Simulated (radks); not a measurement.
Question: Spherical quantum dot in the effective-mass picture: electrons in a parabolic well V = omega^2 r^2 / 2 with omega = 1.43, with a point charge +1 (a donor) at the centre, all in effective atomic units (hartree* = m*/eps^2 hartree, bohr* = eps/m* bohr), one dielectric constant everywhere. Calculated with a radial shooting solver with Libxc functionals: non-relativistic Kohn-Sham, LDA (Slater exchange, Perdew-Wang correlation), spin-polarised, spherical densities. Levels are named by radial order and angular momentum (1s, 1p, 1d, 2s, ...), and open shells are averaged over m. Results are scaled to m* = 0.038 and eps = 6.5, for which hartree* = 24.47 meV and bohr* = 9.052 nm. At N = 9 the configuration is 1s2 1p6 2s(up 1, down 0). Does electron 10 go into 2s down or 1d up or 1d down?

Answer: Into 2s down. The total energies of the other choices lie higher by 2.65 meV (1d up), 3.23 meV (1d down).
